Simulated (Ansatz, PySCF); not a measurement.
C₅H₇O, SMILES O=C1[CH]CCC1, multiplicity 2. Atoms are numbered in the order given.

```xyz
13

O     -1.8390    -0.6063     0.9251
C     -0.7864    -0.2874     0.3847
C      0.4776    -0.9979     0.4587
C      1.5196    -0.3262    -0.3586
C      0.9496     1.0943    -0.5980
C     -0.5726     0.9226    -0.5342
H      0.5957    -1.9383     1.0038
H      2.5177    -0.3276     0.1132
H      1.6498    -0.8675    -1.3210
H      1.2811     1.7542     0.2212
H      1.3060     1.5401    -1.5386
H     -0.9967     0.6670    -1.5235
H     -1.1259     1.8004    -0.1679
```
Charge 0, spin multiplicity 2.

Geometry: r2SCAN-D4/def2-SVP. The isomer is the one that the SMILES or the coordinates give; other isomers of the formula were not compared. The values are those of a single conformer.

Two levels are set side by side: PBE-D3(BJ)/def2-SVP (Ansatz, a program for electronic structure) and r2SCAN-D4/def2-SVP (Ansatz). Each level has its own optimised geometry; the coordinates shown are those of the second. Frequencies come from the Hessian of PySCF at each geometry. Differences are taken from unrounded values.

```
quantity                            r2SCAN-D4  PBE-D3(BJ)  PBE-D3(BJ) minus r2SCAN-D4
----------------------------------  ---------  ----------  --------------------------
mean bond length (Å)                    1.269       1.275                       0.006
bond O1–C2 (Å)                          1.225       1.235                       0.009
bond C2–C3 (Å)                          1.452       1.454                       0.002
bond C2–C6 (Å)                          1.534       1.542                       0.008
bond C3–C4 (Å)                          1.485       1.486                       0.001
bond C4–C5 (Å)                          1.549       1.554                       0.005
bond C5–C6 (Å)                          1.533       1.538                       0.005
bond C3–H7 (Å)                          1.093       1.100                       0.007
bond C4–H8 (Å)                          1.104       1.112                       0.008
bond C4–H9 (Å)                          1.112       1.120                       0.008
bond C5–H10 (Å)                         1.103       1.110                       0.007
bond C5–H11 (Å)                         1.100       1.107                       0.007
bond C6–H12 (Å)                         1.106       1.113                       0.007
bond C6–H13 (Å)                         1.100       1.107                       0.007
highest harmonic wavenumber (cm⁻¹)       3212        3146                         -67
mean harmonic wavenumber (cm⁻¹)          1426        1390                         -36
zero-point energy (kcal/mol)            67.29       65.59                       -1.69
```
